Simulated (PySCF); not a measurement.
## `F[C@@H](CCl)[C@H]1O[C@@H]1F`: 4 charge schemes on one density

Compound: C4H5ClF2O.
Geometry (GFN2-xTB, Å), atoms numbered from 1 in this order:
```xyz
13
C4H5ClF2O angstrom
F     -0.2533   -1.7269    0.2429
C     -0.5452   -0.5286   -0.3735
C     -1.7440    0.0910    0.3389
Cl    -2.3240    1.4813   -0.5975
C      0.6670    0.3843   -0.3201
O      1.1513    0.7390    0.9565
C      1.9533   -0.0722    0.2042
F      3.0797    0.4893   -0.2854
H     -0.7839   -0.7687   -1.4174
H     -1.4508    0.4423    1.3292
H     -2.5545   -0.6342    0.4135
H      0.6634    1.1921   -1.0454
H      2.1366   -1.0881    0.5365
```

Density: PBE0/pcSseg-1 (PySCF); schemes: Mulliken, IAO, Hirshfeld and ESP-fitted. Isolated species at its GFN2-xTB geometry (one conformer only).

**Question.** What partial charge does each atom carry?

**Answer.** In e:

```csv
atom,environment,Mulliken,IAO,Hirshfeld,ESP-fitted
F1,alkyl fluorine,-0.327,-0.322,-0.097,-0.222
C2,sp3 C–F carbon,+0.227,+0.165,+0.058,+0.211
C3,sp3 C–Cl carbon,-0.195,-0.260,-0.042,-0.297
Cl4,alkyl chlorine,-0.147,-0.095,-0.046,-0.121
C5,sp3 carbon bound to oxygen,-0.093,+0.009,0.000,-0.217
O6,epoxide oxygen,-0.381,-0.385,-0.146,-0.215
C7,sp3 C–F carbon,+0.443,+0.346,+0.108,+0.247
F8,alkyl fluorine,-0.293,-0.297,-0.104,-0.198
H9,methine hydrogen,+0.129,+0.157,+0.049,+0.100
H10,methylene hydrogen,+0.183,+0.178,+0.052,+0.196
H11,methylene hydrogen,+0.178,+0.175,+0.056,+0.186
H12,methine hydrogen,+0.155,+0.166,+0.052,+0.196
H13,methine hydrogen,+0.120,+0.162,+0.060,+0.133
```

Mean size of the charges over all atoms: Mulliken 0.221 e, IAO 0.209 e, ESP-fitted 0.195 e, Hirshfeld 0.067 e. Each set sums to the total charge, 0, to within 0.001 e. The IAO scheme projects the occupied orbitals on a minimal set of polarised atomic orbitals and counts the electrons in each atom's part of it. The Mulliken scheme counts on each atom the diagonal of the density matrix times the overlap matrix over that atom's basis functions.

Lowest charge. The schemes don't all agree: Mulliken O6 (-0.381); IAO O6 (-0.385); Hirshfeld O6 (-0.146); ESP-fitted C3 (-0.297).

Highest charge. All schemes agree: Mulliken C7 (+0.443); IAO C7 (+0.346); Hirshfeld C7 (+0.108); ESP-fitted C7 (+0.247).

**Question.** How closely do the schemes follow one another over all atoms?

**Answer.** Correlation coefficient and root-mean-square difference: IAO with Hirshfeld 0.98, 0.159 e; Mulliken with IAO 0.98, 0.051 e; Mulliken with Hirshfeld 0.97, 0.171 e; Mulliken with ESP-fitted 0.93, 0.094 e; IAO with ESP-fitted 0.91, 0.096 e; Hirshfeld with ESP-fitted 0.87, 0.140 e.

**Question.** Sum the charges by element, for elements with more than one atom.

**Answer.** 
| element | atoms | Mulliken | IAO | Hirshfeld | ESP-fitted |
| --- | --- | --- | --- | --- | --- |
| F | 2 | -0.620 | -0.619 | -0.201 | -0.420 |
| C | 4 | +0.383 | +0.260 | +0.125 | -0.056 |
| H | 5 | +0.766 | +0.839 | +0.268 | +0.812 |

**Question.** How many electrons does the Hirshfeld scheme count on F1?

**Answer.** Z − q = 9 − (-0.097) = 9.097.
